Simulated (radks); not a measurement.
Values are calculated unless marked as measured or tabulated.
In3+, configuration [Kr] 4d10. Level of theory: scalar-relativistic Kohn-Sham, r2SCAN, spin-unpolarised, spherical densities, finite nucleus; meta-GGA in the generalised Kohn-Sham scheme; Fermi nuclear charge, rms radius 4.6156 fm (a radial shooting solver on a logarithmic mesh with Libxc functionals).

Radial electron density D(r) = 4 pi r^2 rho(r):

r (bohr)  D(r) (e/bohr)
0.001024          1.515
0.001182          1.952
0.001366          2.508
0.001577          3.215
0.001821          4.108
0.002087          5.159
0.00241           6.541
0.002783          8.251
0.003214          10.35
0.003712          12.90
0.004287          15.95
0.004951          19.56
0.005718          23.74
0.006604          28.48
0.007566          33.42
0.008737          39.01
0.01009           44.76
0.01165           50.35
0.01346           55.40
0.01554           59.46
0.01795           62.13
0.02073           63.09
0.02394           62.31
0.02743           60.28
0.03168           57.46
0.03658           55.08
0.04225           54.41
0.04879           56.46
0.05635           61.50
0.06508           68.61
0.07516           75.68
0.0868            80.02
0.09945           79.68
0.1148            74.29
0.1326            65.75
0.1532            58.00
0.1769            54.81
0.2043            57.36
0.2359            62.81
0.2725            65.72
0.3147            61.66
0.3605            51.13
0.4164            36.84
0.4809            25.02
0.5554            19.40
0.6414            19.44
0.7407            21.56
0.8554            22.06
0.9879            19.60
1.141             15.09
1.307             10.45
1.51              6.302
1.743             3.387
2.013             1.618
2.325            0.6770
2.685            0.2417
3.101           0.07117
3.582           0.01663
4.137          0.002962
4.739         0.0004348

D(r) has 4 maxima, at r = 0.0209, 0.0918, 0.272, 0.815 bohr, and minima at 0.0409, 0.178, 0.592 bohr, inside which lie 2.00, 11.20, 28.95 electrons.
